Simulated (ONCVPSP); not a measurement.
Rb (Z = 37): excitation energies, all-electron against ONCV

* Element: rubidium (Rb)
* Generator: ONCVPSP 4.0.1
* Type: optimised norm-conserving Vanderbilt (ONCV)
* Functional: PBE
* Relativity: scalar-relativistic
* Frozen core: [Ar] 3d10
* Valence charge: 9
* Reference configuration: 4s2 4p6 4d0.5 5s0.5
* Partial waves: 4s+5s: rc 2.35 bohr, ncon 4, nbas 7, qcut 6.1 1/bohr, 2 projectors; 4p: rc 1.65 bohr, ncon 4, nbas 8, qcut 4 1/bohr, 2 projectors, debl 2.9 Ha; 4d: rc 4.00 bohr, ncon 4, nbas 8, qcut 2.4 1/bohr, 1 projector; f scattering state at 0.39 Ha: rc 3.00 bohr, ncon 4, nbas 7, qcut 3.5 1/bohr, 3 projectors, debl 1.7 Ha
* Local potential: polynomial inside 1.10 bohr (lpopt 2, dvloc0 0 Ha)
* Core correction: none

Energies are relative to the spin-unpolarised reference configuration 4s2 4p6 4d0.5 5s0.5; without spin polarisation the order of configurations can differ from experiment. Not all tests gave a result: 1 of 4 tests not solved or not reliable.

| valence configuration | charge | ΔE all-electron (eV) | error AE − PS (meV) |
| --- | --- | --- | --- |
| 4s2 4p6 4d0 5s0 | +1 | 3.037 | +2.7 |
| 4s2 4p6 4d0 5s0.5 | +0.5 | 0.462 | +1.3 |
| 4s2 4p5 4d0 5s1 | +1 | 20.024 | +15 |

Levels in the configuration 4s2 4p5 4d0 5s1:

```
level  all-electron (eV)  pseudo (eV)
   4s            -43.144      -43.154
   4p            -26.612      -26.591
   5s             -8.072       -8.068
```

Note: ghosts flagged at negative energy: d at -146.0 eV; no localised positive-energy state flagged. A true bound ghost makes a file unfit for plane-wave use.
